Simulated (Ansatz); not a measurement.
Ansatz (a quantum-chemistry and plane-wave program) input (MP2/6-31G* with LANL2DZ past Ar): The .json file joins the Basis Set Exchange's 6-31G* for atoms up to Ar and LANL2DZ past it.

Ansatz 0.2 input:
```yaml
crystal:
  periodic: [false, false, false]
  atoms:
    - {symbol: C, position_ang: [1.83031300, -0.38583300, -0.55097800]}
    - {symbol: Ge, position_ang: [0.16365500, 0.04964900, 0.21422100]}
    - {symbol: C, position_ang: [-1.04861900, 1.55779700, -0.45115900]}
    - {symbol: C, position_ang: [-1.11458400, -1.49659800, 0.13990100]}
    - {symbol: H, position_ang: [2.58236000, 0.39320000, -0.38219900]}
    - {symbol: H, position_ang: [1.74670000, -0.59371100, -1.62497400]}
    - {symbol: H, position_ang: [0.28107800, 0.41430700, 1.74478900]}
    - {symbol: H, position_ang: [-1.31001200, 1.38079500, -1.49899300]}
    - {symbol: H, position_ang: [-1.97408400, 1.63870800, 0.13102500]}
    - {symbol: H, position_ang: [-0.51513400, 2.51036200, -0.39399600]}
    - {symbol: H, position_ang: [-0.67934300, -2.36267500, 0.64105500]}
    - {symbol: H, position_ang: [-2.07408000, -1.25576000, 0.60591800]}
    - {symbol: H, position_ang: [-1.29712100, -1.76619400, -0.90428100]}
basis:
  gaussian:
    orbitals: 6-31Gs+LANL2DZ.json
total_charge: -1
magnetization: {spin_polarized: false}
correlation: {method: mp2, electrons: outside_noble_gas}
relax: {f_tol: 0.003, max_steps: 120}
```

Output:

```
Functional definition: HF
these checks for a lower state are left out or cut short: cluster_reference
integrals: 0.03 GiB planned
927 factors; integrals over basis functions are off by at most 4.4e-4 eV
mean field: 0.14 GiB planned
mean field evaluation 1: about -3327.8291 eV, gradient 2.7e1 eV
mean field evaluation 2: about -3327.8263 eV, gradient 2.7e1 eV
mean field evaluation 4: about -3330.1388 eV, gradient 3.3e0 eV
mean field evaluation 8: about -3330.1762 eV, gradient 5.0e-2 eV
mean field -3330.17618985 eV, -122.3817177025 hartree, gradient 1.1e-6 eV, S^2 0.000000; 0 other end points of the search recorded, 0 dependent functions left out
3 core orbitals not correlated
reference -3330.17618985 eV, -122.3817177025 hartree; 13, 13 occupied and 55, 55 virtual orbitals, 927 factors
densities: 0.12 GiB planned
second order -12.52893102 eV of doubles, -0.00000000 eV of singles
the calculation of the forces begins
relax step   1: F+E_penalty+E_count = -3342.70512086 eV  Δ(F+E_penalty+E_count) = +0.000e0 eV  max|allowed force component| = 3.721e-1 eV/Å  Δτ_max = 0.0000 Å  (40 SCF iters, accepted)
these checks for a lower state are left out or cut short: starts, cluster_reference, orbital_swaps, neighbouring_geometries, increment
integrals: 0.03 GiB planned
927 factors; integrals over basis functions are off by at most 4.3e-4 eV
mean field: 0.14 GiB planned
mean field evaluation 16: about -3330.1818 eV, gradient 2.9e-2 eV
mean field -3330.17755583 eV, -122.3817679012 hartree, gradient 1.2e-6 eV, S^2 0.000000; 0 other end points of the search recorded, 0 dependent functions left out
3 core orbitals not correlated
reference -3330.17755583 eV, -122.3817679012 hartree; 13, 13 occupied and 55, 55 virtual orbitals, 927 factors
densities: 0.12 GiB planned
second order -12.54061331 eV of doubles, -0.00000000 eV of singles
the calculation of the forces begins
relax step   2: F+E_penalty+E_count = -3342.71816914 eV  Δ(F+E_penalty+E_count) = -1.305e-2 eV  max|allowed force component| = 1.664e-1 eV/Å  Δτ_max = 0.0834 Å  (37 SCF iters, accepted)
these checks for a lower state are left out or cut short: starts, cluster_reference, orbital_swaps, neighbouring_geometries, increment
integrals: 0.03 GiB planned
927 factors; integrals over basis functions are off by at most 4.3e-4 eV
mean field: 0.14 GiB planned
mean field -3330.17674639 eV, -122.3817381549 hartree, gradient 1.9e-6 eV, S^2 0.000000; 0 other end points of the search recorded, 0 dependent functions left out
3 core orbitals not correlated
reference -3330.17674639 eV, -122.3817381549 hartree; 13, 13 occupied and 55, 55 virtual orbitals, 927 factors
densities: 0.12 GiB planned
second order -12.54352191 eV of doubles, -0.00000000 eV of singles
the calculation of the forces begins
mean field evaluation 32: about -3330.1767 eV, gradient 1.9e-6 eV
relax step   3: F+E_penalty+E_count = -3342.72026830 eV  Δ(F+E_penalty+E_count) = -2.099e-3 eV  max|allowed force component| = 8.849e-2 eV/Å  Δτ_max = 0.0247 Å  (37 SCF iters, accepted)
these checks for a lower state are left out or cut short: starts, cluster_reference, orbital_swaps, neighbouring_geometries, increment
integrals: 0.03 GiB planned
927 factors; integrals over basis functions are off by at most 4.3e-4 eV
mean field: 0.14 GiB planned
mean field -3330.17787953 eV, -122.3817797973 hartree, gradient 2.0e-6 eV, S^2 0.000000; 0 other end points of the search recorded, 0 dependent functions left out
3 core orbitals not correlated
reference -3330.17787953 eV, -122.3817797973 hartree; 13, 13 occupied and 55, 55 virtual orbitals, 927 factors
densities: 0.12 GiB planned
second order -12.54305596 eV of doubles, -0.00000000 eV of singles
the calculation of the forces begins
relax step   4: F+E_penalty+E_count = -3342.72093549 eV  Δ(F+E_penalty+E_count) = -6.672e-4 eV  max|allowed force component| = 3.869e-2 eV/Å  Δτ_max = 0.0093 Å  (37 SCF iters, accepted)
these checks for a lower state are left out or cut short: starts, cluster_reference, orbital_swaps, neighbouring_geometries, increment
integrals: 0.03 GiB planned
927 factors; integrals over basis functions are off by at most 4.3e-4 eV
mean field: 0.14 GiB planned
mean field -3330.17751034 eV, -122.3817662296 hartree, gradient 1.9e-6 eV, S^2 0.000000; 0 other end points of the search recorded, 0 dependent functions left out
3 core orbitals not correlated
reference -3330.17751034 eV, -122.3817662296 hartree; 13, 13 occupied and 55, 55 virtual orbitals, 927 factors
densities: 0.12 GiB planned
second order -12.54304950 eV of doubles, -0.00000000 eV of singles
the calculation of the forces begins
relax step   5: F+E_penalty+E_count = -3342.72055984 eV  Δ(F+E_penalty+E_count) = +3.757e-4 eV  max|allowed force component| = 7.582e-2 eV/Å  Δτ_max = 0.0181 Å  (37 SCF iters, rejected (line search))
these checks for a lower state are left out or cut short: starts, cluster_reference, orbital_swaps, neighbouring_geometries, increment
integrals: 0.03 GiB planned
927 factors; integrals over basis functions are off by at most 4.3e-4 eV
mean field: 0.14 GiB planned
mean field -3330.17825508 eV, -122.3817935983 hartree, gradient 2.0e-6 eV, S^2 0.000000; 0 other end points of the search recorded, 0 dependent functions left out
3 core orbitals not correlated
reference -3330.17825508 eV, -122.3817935983 hartree; 13, 13 occupied and 55, 55 virtual orbitals, 927 factors
densities: 0.12 GiB planned
second order -12.54290741 eV of doubles, -0.00000000 eV of singles
the calculation of the forces begins
relax step   6: F+E_penalty+E_count = -3342.72116249 eV  Δ(F+E_penalty+E_count) = -2.270e-4 eV  max|allowed force component| = 5.307e-3 eV/Å  Δτ_max = 0.0088 Å  (37 SCF iters, accepted)
these checks for a lower state are left out or cut short: starts, cluster_reference, orbital_swaps, neighbouring_geometries, increment
integrals: 0.03 GiB planned
927 factors; integrals over basis functions are off by at most 4.3e-4 eV
mean field: 0.14 GiB planned
mean field evaluation 64: about -3330.1781 eV, gradient 4.6e-5 eV
mean field -3330.17805429 eV, -122.3817862194 hartree, gradient 2.0e-6 eV, S^2 0.000000; 0 other end points of the search recorded, 0 dependent functions left out
3 core orbitals not correlated
reference -3330.17805429 eV, -122.3817862194 hartree; 13, 13 occupied and 55, 55 virtual orbitals, 927 factors
densities: 0.12 GiB planned
second order -12.54311662 eV of doubles, -0.00000000 eV of singles
the calculation of the forces begins
relax step   7: F+E_penalty+E_count = -3342.72117091 eV  Δ(F+E_penalty+E_count) = -8.419e-6 eV  max|allowed force component| = 8.065e-3 eV/Å  Δτ_max = 0.0041 Å  (37 SCF iters, accepted)
these checks for a lower state are left out or cut short: starts, cluster_reference, orbital_swaps, neighbouring_geometries, increment
integrals: 0.03 GiB planned
927 factors; integrals over basis functions are off by at most 4.3e-4 eV
mean field: 0.14 GiB planned
mean field -3330.17817754 eV, -122.3817907489 hartree, gradient 2.0e-6 eV, S^2 0.000000; 0 other end points of the search recorded, 0 dependent functions left out
3 core orbitals not correlated
reference -3330.17817754 eV, -122.3817907489 hartree; 13, 13 occupied and 55, 55 virtual orbitals, 927 factors
densities: 0.12 GiB planned
second order -12.54300042 eV of doubles, -0.00000000 eV of singles
the calculation of the forces begins
relax step   8: F+E_penalty+E_count = -3342.72117797 eV  Δ(F+E_penalty+E_count) = -7.058e-6 eV  max|allowed force component| = 1.161e-3 eV/Å  Δτ_max = 0.0013 Å  (39 SCF iters, accepted)
these checks for a lower state are left out or cut short: cluster_reference
integrals: 0.03 GiB planned
927 factors; integrals over basis functions are off by at most 4.3e-4 eV
mean field: 0.14 GiB planned
mean field -3330.17817754 eV, -122.3817907489 hartree, gradient 2.0e-6 eV, S^2 0.000000; 1 other end points of the search recorded, 0 dependent functions left out
3 core orbitals not correlated
reference -3330.17817754 eV, -122.3817907489 hartree; 13, 13 occupied and 55, 55 virtual orbitals, 927 factors
densities: 0.12 GiB planned
second order -12.54300042 eV of doubles, -0.00000000 eV of singles
the calculation of the forces begins
Total energy: -3342.72117797 eV, -122.8427375124 hartree
Atom 0 at     1.850675    -0.385106    -0.548051 Å, force    -0.000773    -0.000476    -0.000420 eV/Å
Atom 1 at     0.184251     0.058133     0.173041 Å, force     0.000212     0.000703    -0.000733 eV/Å
Atom 2 at    -1.071942     1.552709    -0.447633 Å, force     0.000470    -0.000769     0.001161 eV/Å
Atom 3 at    -1.113365    -1.474218     0.123089 Å, force     0.000439     0.000045     0.001000 eV/Å
Atom 4 at     2.635700     0.353662    -0.345455 Å, force     0.000005     0.000300     0.000543 eV/Å
Atom 5 at     1.835230    -0.640589    -1.614994 Å, force     0.000529    -0.000319    -0.001130 eV/Å
Atom 6 at     0.299733     0.422590     1.717235 Å, force    -0.000845    -0.000035     0.001034 eV/Å
Atom 7 at    -1.389450     1.393900    -1.485679 Å, force    -0.000213     0.000335    -0.000547 eV/Å
Atom 8 at    -1.975788     1.607717     0.173962 Å, force    -0.000237    -0.000046    -0.000352 eV/Å
Atom 9 at    -0.573795     2.528183    -0.401944 Å, force     0.000233     0.000217    -0.000268 eV/Å
Atom 10 at    -0.693000    -2.344393     0.634855 Å, force     0.000202    -0.000379    -0.000058 eV/Å
Atom 11 at    -2.065746    -1.217266     0.601216 Å, force     0.000148     0.000217    -0.000262 eV/Å
Atom 12 at    -1.331374    -1.771274    -0.909313 Å, force    -0.000169     0.000207     0.000031 eV/Å
Dipole moment:    -0.783055     0.228104    -0.022688 e Å
Checks for a lower state left out: cluster_reference
```

The dipole moment of an ion depends on the origin.

The geometry given is a B3LYP-D3(BJ)/def2-TZVP minimum.
